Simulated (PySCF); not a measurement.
Si(H)(Cl)(Et)(NH2) (C2H8ClNSi), SMILES CC[SiH](N)Cl.

Geometry optimised at B3LYP-D3(BJ)/def2-SVP. Other conformers were not sampled.

Computed with PBE/def2-TZVP in PySCF.

Isolated molecule, no solvent.

```yaml
total_energy: -885.12164 hartree
highest_occupied_level: -6.38 eV
lowest_empty_level: -0.16 eV
orbital_gap: 6.23 eV
dipole_moment: 2.01 D
quadrupole, principal values (traceless, Buckingham form, about the centre of nuclear charge): -8.72, 1.55, 7.16 D·Å
mean_static_polarisability: 71.6 bohr³ (10.60 Å³)
polarisability_principal_values: 61.6, 69.0, 84.0 bohr³
```
